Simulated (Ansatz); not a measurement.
`BOCC` → `BO` + `C=C` at 400 K and 1 bar (alkene loss).

Isolated molecules relaxed with PBE0-D4/def2-TZVP in Ansatz; ΔE leaves out vibrations. CCSD(T)/CBS adds triple-zeta CCSD(T) − MP2 to the extrapolated MP2 energy (def2 sets, frozen cores). This one scheme is used for every species. One conformer a species, not always the lowest.

| species | CCSD(T)/CBS energy (Eh) | H − E (kJ/mol) | S (J/(mol·K)) |
| --- | --- | --- | --- |
| `BOCC` | -180.31191 | 268.4 | 327.0 |
| `BO` | -101.80414 | 108.2 | 244.0 |
| `C=C` | -78.48111 | 149.4 | 232.7 |

H − E and S are ideal-gas, rigid-rotor, harmonic terms from PBE0-D4/def2-TZVP, for one conformer and one mirror image of each species. 1 Eh = 2625.50 kJ/mol, R = 8.31446 J/(mol·K).

Question: By hand: ΔE, ΔH, ΔS and ΔG.

Answer: ΔE = (-101.80414) + (-78.48111) − (-180.31191) = 0.02666 Eh = 70.0 kJ/mol. Δ(H − E) = 108.2 + 149.4 − 268.4 = -10.8, so ΔH = 59.2 kJ/mol. ΔS = 244.0 + 232.7 − 327.0 = 149.7 J/(mol·K). ΔG = 59.2 − 400 × (149.7)/1000 = -0.7 kJ/mol.

Question: By hand: the equilibrium constant, and the temperature at which ΔG would vanish if ΔH and ΔS stayed fixed.

Answer: log₁₀ K = −ΔG/(RT ln 10) = 0.1. ΔG = 0 at ΔH/ΔS = 395 K.

The number of gas molecules changes by +1, which sets the sign of ΔS. The sign of ΔG lies within the doubt. A doubt of 5 kJ/mol in ΔE shifts log₁₀ K by 0.7 here. Other conformers and mirror images would add mixing entropy, several J/(mol·K) or more a flexible species. These are equilibria of isolated gas molecules and say nothing of rates. Largest T1 diagnostic: 0.014 (customary marks: 0.02 for closed shells, 0.045 for open ones).
